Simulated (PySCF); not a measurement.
## Frontier levels across methods

C4H3F3.
SMILES with atom numbers: `[CH:1]#[C:2][C@H:3]([F:4])[CH:5]([F:6])[F:7]` (hydrogens: H8 on C1; H9 on C3; H10 on C5)

Basis pcSseg-2 throughout (PySCF), one geometry. The structure is a single PBE0-D3(BJ)/def2-SVP conformer in the gas phase; no vibrational or solvent corrections.

Problem. How do the orbital energies, the gap and the dipole change with the method?

Solution. 
| method | kind | HOMO (eV) | LUMO (eV) | gap (eV) | μ (D) | SCF cycles |
| --- | --- | --- | --- | --- | --- | --- |
| BLYP | GGA | -7.16 | -1.29 | 5.86 | 1.76 | 16 |
| PBE | GGA | -7.28 | -1.42 | 5.86 | 1.71 | 16 |
| BP86 | GGA | -7.37 | -1.49 | 5.88 | 1.72 | 15 |
| LDA | LDA | -7.47 | -1.71 | 5.76 | 1.80 | 15 |
| B97-2 | global hybrid | -8.30 | -0.41 | 7.89 | 1.83 | 14 |
| BHandHLYP | global hybrid | -9.73 | 0.72 | 10.45 | 2.01 | 13 |
| CAM-B3LYP | range-separated hybrid | -9.99 | 0.73 | 10.72 | 1.93 | 13 |
| wB97X-D | range-separated hybrid | -10.45 | 1.49 | 11.94 | 1.85 | 14 |

The HOMO spans 3.29 eV, from BLYP down to wB97X-D, and the gap runs from 5.76 eV (LDA) to 11.94 eV (wB97X-D). Over the methods BLYP (0 %), PBE (0 %), BP86 (0 %), LDA (0 %), B97-2 (21 %), BHandHLYP (50 %), a straight line through the gap against the share of exact exchange rises by 0.93 eV for each 10 % (correlation coefficient 0.999). The dipole ranges from 1.71 D (PBE) to 2.01 D (BHandHLYP). This basis has no diffuse functions.
